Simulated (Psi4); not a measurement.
A run for Psi4: SAPT0/aug-cc-pVDZ on BrH4N (a complex), monomers drawn apart or pushed together.

```
memory 8100 MB

molecule dimer {
0 1
N     0.26345380   -0.02254708    0.44609692
H     1.19578216    0.03114137    0.05176046
H    -0.17631292   -0.87701481    0.12344239
H    -0.27657851    0.76685154    0.11019515
--
0 1
Br    0.43554548    0.01878499    4.26635351
H     0.36744234    0.00241432    2.75438636
units angstrom
symmetry c1
no_reorient
no_com
}

set {
  basis aug-cc-pVDZ
  scf_type df
  freeze_core true
}

energy('sapt0')
```

Program output:

```
[...]
==> Input File <==

--------------------------------------------------------------------------
memory 8100 MB

molecule dimer {
0 1
N     0.26345380   -0.02254708    0.44609692
H     1.19578216    0.03114137    0.05176046
H    -0.17631292   -0.87701481    0.12344239
H    -0.27657851    0.76685154    0.11019515
--
0 1
Br    0.43554548    0.01878499    4.26635351
H     0.36744234    0.00241432    2.75438636
units angstrom
symmetry c1
no_reorient
no_com
}

set {
  basis aug-cc-pVDZ
  scf_type df
  freeze_core true
}

energy('sapt0')
--------------------------------------------------------------------------


   => Loading Basis Set <=

    Name: AUG-CC-PVDZ
    Role: ORBITAL
    Keyword: BASIS
    atoms 1      entry N          line   218 file aug-cc-pvdz.gbs
    atoms 2-4, 6 entry H          line    40 file aug-cc-pvdz.gbs
    atoms 5      entry BR         line  3326 file aug-cc-pvdz.gbs

   => Loading Basis Set <=

    Name: AUG-CC-PVDZ
    Role: ORBITAL
    Keyword: BASIS
    atoms 1      entry N          line   218 file aug-cc-pvdz.gbs
    atoms 2-4, 6 entry H          line    40 file aug-cc-pvdz.gbs
    atoms 5      entry BR         line  3326 file aug-cc-pvdz.gbs


  //>>>>>>>>>>>>>>>>>>>>>>>>>>>>>>>>>>>//
  //              Dimer HF             //
  //<<<<<<<<<<<<<<<<<<<<<<<<<<<<<<<<<<<//

   => Libint2 <=

    Primary   basis highest AM E, G, H:  7, 6, 3
    Auxiliary basis highest AM E, G, H:  7, 7, 4
    Onebody   basis highest AM E, G, H:  -, -, -
    Solid Harmonics ordering:            Gaussian


   => Loading Basis Set <=

    Name: AUG-CC-PVDZ
    Role: ORBITAL
    Keyword: BASIS
    atoms 1      entry N          line   218 file aug-cc-pvdz.gbs
    atoms 2-4, 6 entry H          line    40 file aug-cc-pvdz.gbs
    atoms 5      entry BR         line  3326 file aug-cc-pvdz.gbs


         ---------------------------------------------------------
                                   SCF
               by Justin Turney, Rob Parrish, Andy Simmonett
                          and Daniel G. A. Smith
                              RHF Reference
                        4 Threads,   7724 MiB Core
         ---------------------------------------------------------

  ==> Geometry <==

    Molecular point group: c1
    Full point group: C1

    Geometry (in Angstrom), charge = 0, multiplicity = 1:

       Center              X                  Y                   Z               Mass
    ------------   -----------------  -----------------  -----------------  -----------------
         N            0.263453800000    -0.022547080000     0.446096920000    14.003074004430
         H            1.195782160000     0.031141370000     0.051760460000     1.007825032230
         H           -0.176312920000    -0.877014810000     0.123442390000     1.007825032230
         H           -0.276578510000     0.766851540000     0.110195150000     1.007825032230
         BR           0.435545480000     0.018784990000     4.266353510000    78.918337600000
         H            0.367442340000     0.002414320000     2.754386360000     1.007825032230

  Running in c1 symmetry.

  Rotational constants: A =      4.71855  B =      0.01152  C =      0.01151 [cm^-1]
  Rotational constants: A = 141458.47037  B =    345.26488  C =    345.06712 [MHz]
  Nuclear repulsion =   73.202555391522694

  Charge       = 0
  Multiplicity = 1
  Electrons    = 46
  Nalpha       = 23
  Nbeta        = 23

  ==> Algorithm <==

  SCF Algorithm Type is DF.
  DIIS enabled.
  MOM disabled.
  Fractional occupation disabled.
  Guess Type is SAD.
  Energy threshold   = 1.00e-08
  Density threshold  = 1.00e-08
  Integral threshold = 1.00e-12

  ==> Primary Basis <==

  Basis Set: AUG-CC-PVDZ
    Blend: AUG-CC-PVDZ
    Number of shells: 43
    Number of basis functions: 95
    Number of Cartesian functions: 100
    Spherical Harmonics?: true
    Max angular momentum: 2

   => Loading Basis Set <=

    Name: (AUG-CC-PVDZ AUX)
    Role: JKFIT
    Keyword: DF_BASIS_SCF
    atoms 1      entry N          line   212 file aug-cc-pvdz-jkfit.gbs
    atoms 2-4, 6 entry H          line    70 file aug-cc-pvdz-jkfit.gbs
    atoms 5      entry BR         line  1380 file aug-cc-pvdz-jkfit.gbs

  ==> Integral Setup <==

  DFHelper Memory: AOs need 0.030 GiB; user supplied 5.658 GiB.
  SCF_SUBTYPE=INCORE selected. In-core MEM_DF algorithm will be used.
  Using in-core AOs.

  ==> MemDFJK: Density-Fitted J/K Matrices <==

    J tasked:                   Yes
    K tasked:                   Yes
    wK tasked:                   No
    OpenMP threads:               4
    Algorithm:                 Core
    Schwarz Cutoff:           1E-12
    Mask sparsity (%):       0.7756
    Fitting Condition:        1E-10

   => Auxiliary Basis Set <=

  Basis Set: (AUG-CC-PVDZ AUX)
    Blend: AUG-CC-PVDZ-JKFIT
    Number of shells: 128
    Number of basis functions: 408
    Number of Cartesian functions: 480
    Spherical Harmonics?: true
    Max angular momentum: 3

  Minimum eigenvalue in the ove
[...]
87A      3.693305
      88A      3.693305    89A      3.840155    90A      4.152737
      91A      4.152738    92A      5.133378    93A      6.033938
      94A      6.033948    95A     25.420444

    Final Occupation by Irrep:
              A
    DOCC [    18 ]
    NA   [    18 ]
    NB   [    18 ]

  @DF-RHF Final Energy: -2572.29498811521489

   => Energetics <=

    Nuclear Repulsion Energy =             12.2366152641146737
    One-Electron Energy =               -3606.0019174943117832
    Two-Electron Energy =                1021.4703141149822159
    Total Energy =                      -2572.2949881152148919

Computation Completed


Properties will be evaluated at   0.000000,   0.000000,   0.000000 [a0]

Properties computed using the SCF density matrix


 Multipole Moments:

 ------------------------------------------------------------------------------------
     Multipole            Electronic (a.u.)      Nuclear  (a.u.)        Total (a.u.)
 ------------------------------------------------------------------------------------

 L = 1.  Multiply by 2.5417464519 to convert [e a0] to [Debye]
 Dipole X            :        -29.5202435           29.5015239           -0.0187196
 Dipole Y            :         -1.2515093            1.2470094           -0.0044999
 Dipole Z            :       -287.7990221          287.3834250           -0.4155972
 Magnitude           :                                                    0.4160429

 ------------------------------------------------------------------------------------

  Constructing Basis Sets for SAPT...

   => Loading Basis Set <=

    Name: (AUG-CC-PVDZ AUX)
    Role: RIFIT
    Keyword: DF_BASIS_SAPT
    atoms 1      entry N          line   158 file aug-cc-pvdz-ri.gbs
    atoms 2-4, 6 entry H          line    30 file aug-cc-pvdz-ri.gbs
    atoms 5      entry BR         line   970 file aug-cc-pvdz-ri.gbs

   => Loading Basis Set <=

    Name: (AUG-CC-PVDZ AUX)
    Role: JKFIT
    Keyword: DF_BASIS_ELST
    atoms 1      entry N          line   212 file aug-cc-pvdz-jkfit.gbs
    atoms 2-4, 6 entry H          line    70 file aug-cc-pvdz-jkfit.gbs
    atoms 5      entry BR         line  1380 file aug-cc-pvdz-jkfit.gbs


  //>>>>>>>>>>>>>>>>>>>>>>>>>>>>>>>>>>>//
  //               SAPT0               //
  //<<<<<<<<<<<<<<<<<<<<<<<<<<<<<<<<<<<//



        SAPT0
    Ed Hohenstein
     6 June 2009

      Orbital Information
  --------------------------
    NSO        =        95
    NMO        =        95
    NRI        =       294
    NRI (Elst) =       408
    NOCC A     =         5
    NOCC B     =        18
    FOCC A     =         1
    FOCC B     =         9
    NVIR A     =        90
    NVIR B     =        77

    Elst10,r            =    -0.011727075679 [Eh]
    Exch10              =     0.008130314994 [Eh]
    Exch10 (S^2)        =     0.008065958705 [Eh]

    Maxiter = 50
    CPHF R converge = 1.000000E-08

    Iter     Energy [mEh]          dE [mEh]         Residual      Time [s]
       1      -2.28207928       2.282079277     8.068398e-03             0
       2      -2.92988924       0.647809964     2.493738e-03             0
       3      -2.95117775       0.021288505     7.251730e-04             0
       4      -2.93969763      -0.011480112     1.746461e-04             0
       5      -2.93830006      -0.001397570     3.861221e-05             0
       6      -2.93908630       0.000786236     6.016674e-06             0
       7      -2.93899076      -0.000095535     9.356912e-07             0
       8      -2.93900014       0.000009380     2.162034e-07             0
       9      -2.93899866      -0.000001485     3.613457e-08             0
      10      -2.93899882       0.000000164     3.958638e-09             0

    CHF Iterations converged

    Maxiter = 50
    CPHF R converge = 1.000000E-08

    Iter     Energy [mEh]          dE [mEh]         Residual      Time [s]
       1      -1.16835260       1.168352604     6.456122e-03             0
       2      -1.20921951       0.040866903     1.952013e-03             0
       3      -1.29330614       0.084086637     4.506486e-04             0
       4      -1.28559806      -0.007708084     1.178064e-04             0
       5      -1.28479997      -0.000798087     1.838373e-05             0
       6      -1.28505157       0.000251593     2.961635e-06             0
       7      -1.28502898      -0.000022588     3.227347e-07             0
       8      -1.28502977       0.000000790     3.654617e-08             0
       9      -1.28502979       0.000000020     4.417463e-09             0

    CHF Iterations converged

    Ind20,r (A<-B)      =    -0.002938998823 [Eh]
    Ind20,r (B<-A)      =    -0.001285029788 [Eh]
    Ind20,r             =    -0.004224028611 [Eh]
    Exch-Ind20,r (A<-B) =     0.001663317191 [Eh]
    Exch-Ind20,r (B<-A) =     0.000358550264 [Eh]
    Exch-Ind20,r        =     0.002021867455 [Eh]
    Disp20              =    -0.003628819991 [Eh]
    Disp20 (SS)         =    -0.001814409995 [Eh]
    Disp20 (OS)         =    -0.001814409995 [Eh]
    Exch-Disp20         =     0.000565943672 [Eh]
    Exch-Disp20 (SS)    =     0.000347244967 [Eh]
    Exch-Disp20 (OS)    =     0.000218698705 [Eh]

    SAPT Results
  --------------------------------------------------------------------------------------------------------
    Electrostatics                -11.72707568 [mEh]      -7.35885109 [kcal/mol]     -30.78943295 [kJ/mol]
      Elst10,r                    -11.72707568 [mEh]      -7.35885109 [kcal/mol]     -30.78943295 [kJ/mol]

    Exchange                        8.13031499 [mEh]       5.10184968 [kcal/mol]      21.34613908 [kJ/mol]
      Exch10                        8.13031499 [mEh]       5.10184968 [kcal/mol]      21.34613908 [kJ/mol]
      Exch10(S^2)                   8.06595870 [mEh]       5.06146550 [kcal/mol]      21.17717166 [kJ/mol]

    Induction                      -4.51108454 [mEh]      -2.83074828 [kcal/mol]     -11.84385082 [kJ/mol]
      Ind20,r                      -4.22402861 [mEh]      -2.65061797 [kcal/mol]     -11.09018559 [kJ/mol]
      Exch-Ind20,r                  2.02186746 [mEh]       1.26874098 [kcal/mol]       5.30841227 [kJ/mol]
      delta HF,r (2)               -2.30892338 [mEh]      -1.44887130 [kcal/mol]      -6.06207750 [kJ/mol]

    Dispersion                     -3.06287632 [mEh]      -1.92198391 [kcal/mol]      -8.04158067 [kJ/mol]
      Disp20                       -3.62881999 [mEh]      -2.27711892 [kcal/mol]      -9.52746557 [kJ/mol]
      Exch-Disp20                   0.56594367 [mEh]       0.35513502 [kcal/mol]       1.48588491 [kJ/mol]
      Disp20 (SS)                  -1.81441000 [mEh]      -1.13855946 [kcal/mol]      -4.76373279 [kJ/mol]
      Disp20 (OS)                  -1.81441000 [mEh]      -1.13855946 [kcal/mol]      -4.76373279 [kJ/mol]
      Exch-Disp20 (SS)              0.34724497 [mEh]       0.21789951 [kcal/mol]       0.91169154 [kJ/mol]
      Exch-Disp20 (OS)              0.21869871 [mEh]       0.13723551 [kcal/mol]       0.57419337 [kJ/mol]

  Total HF                         -8.10784522 [mEh]      -5.08774969 [kcal/mol]     -21.28714470 [kJ/mol]
  Total SAPT0                     -11.17072154 [mEh]      -7.00973360 [kcal/mol]     -29.32872536 [kJ/mol]

  Special recipe for scaled SAPT0 (see Manual):
    Electrostatics sSAPT0         -11.72707568 [mEh]      -7.35885109 [kcal/mol]     -30.78943295 [kJ/mol]
    Exchange sSAPT0                 8.13031499 [mEh]       5.10184968 [kcal/mol]      21.34613908 [kJ/mol]
    Induction sSAPT0               -4.46230143 [mEh]      -2.80013642 [kcal/mol]     -11.71577079 [kJ/mol]
    Dispersion sSAPT0              -3.04922137 [mEh]      -1.91341530 [kcal/mol]      -8.00572961 [kJ/mol]
  Total sSAPT0                    -11.10828349 [mEh]      -6.97055313 [kcal/mol]     -29.16479428 [kJ/mol]
  --------------------------------------------------------------------------------------------------------



*** Psi4 exiting successfully. Buy a developer a beer!
```

The run finished.

Cost: roughly 23 core-seconds.
